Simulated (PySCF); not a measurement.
# Distorted geometries of [La(P5)]2+

[La(P5)]2+ (singlet). PySCF 2.14.0, RKS PBE, La lcecp-1-SVP with ECP46, P def2-SVP; non-relativistic Hamiltonian with scalar-relativistic core potentials where named; density fitting; no spin-orbit coupling. Relaxed geometry:

```xyz
6

La    0.0000    0.0000   -1.3220
P     1.8457    0.0000    1.1462
P     0.5703    1.7554    1.1462
P    -1.4932    1.0849    1.1462
P    -1.4932   -1.0849    1.1462
P     0.5704   -1.7554    1.1462
```

Question: Order these distorted geometries by energy above the relaxed one, lowest first.
A.
```xyz
6

La    0.2286   -0.0728   -1.2088
P     1.8172    0.1162    1.1323
P     0.4856    1.7012    1.0574
P    -1.5011    0.9110    1.0372
P    -1.5082   -1.0207    1.2301
P     0.4779   -1.6349    1.1607
```
B.
```xyz
6

La   -0.0864    0.0744   -1.0560
P     1.5925   -0.1476    1.1301
P     0.7131    1.9017    0.9158
P    -1.3091    1.1434    1.1835
P    -1.4442   -0.9871    1.1633
P     0.5341   -1.9849    1.0721
```
C.
```xyz
6

La   -0.0350   -0.0096   -1.3597
P     1.8281    0.0356    1.2221
P     0.6142    1.6878    1.1845
P    -1.4373    1.1686    1.1867
P    -1.5065   -1.0972    1.0497
P     0.5365   -1.7851    1.1254
```

Answer: C (0.20 eV), A (0.86 eV), B (1.56 eV).

Question: Which forces (eV/Å) act in the one that lies 1.56 eV up?

Answer: 
```
La  -0.25 -0.38 -4.84
P    3.34  0.24  0.83
P    0.01 -1.07  1.35
P   -1.37  0.82  1.08
P   -1.31 -0.64  0.85
P   -0.41  1.01  0.73
```
Forces carry noise of the integration grid, about 0.01 to 0.03 eV/Å.
